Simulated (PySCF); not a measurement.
**Working out the ionisation energy of Ta⁺**

Ta⁺ [Xe] 4f14 5d3 6s1 (5F) → Ta²⁺ [Xe] 4f14 5d3 (4F). Computed with PySCF 2.14 in aug-cc-pVDZ-PP with ECP60MDF (5s5p4d2f, 54 functions), with a scalar-relativistic core potential. Frozen: 5s2 5p6. Energies in hartree (1 hartree = 27.21139 eV):

| part | Ta⁺ (lower) | Ta²⁺ (upper) |
| --- | --- | --- |
| UHF | -56.528667 | -56.007721 |
| MP2 opposite-spin | 0.000000 | 0.000000 |
| MP2 same-spin | -0.021184 | -0.009618 |

Question: What does Hartree-Fock give?

Answer: (-56.007721) − (-56.528667) = 0.520946 hartree = 14.176 eV.

Question: What do MP2 and SCS-MP2 (6/5 opposite-spin, 1/3 same-spin) give?

Answer: The opposite-spin parts differ by 0.000 eV and the same-spin parts by 0.315 eV. MP2: 14.176 + (0.000) + (0.315) = 14.491 eV. SCS-MP2: 14.176 + 1.2 × (0.000) + (0.315)/3 = 14.281 eV.

Reference: 16.2 ± 0.5 eV (semi-empirical (NIST evaluation); NIST Atomic Spectra Database, ionization energies), between the lowest levels; spin-orbit coupling is absent from the calculation.

A double-zeta basis recovers only part of the correlation energy.

What remains against the reference includes basis incompleteness, the frozen core and correlation beyond second order.
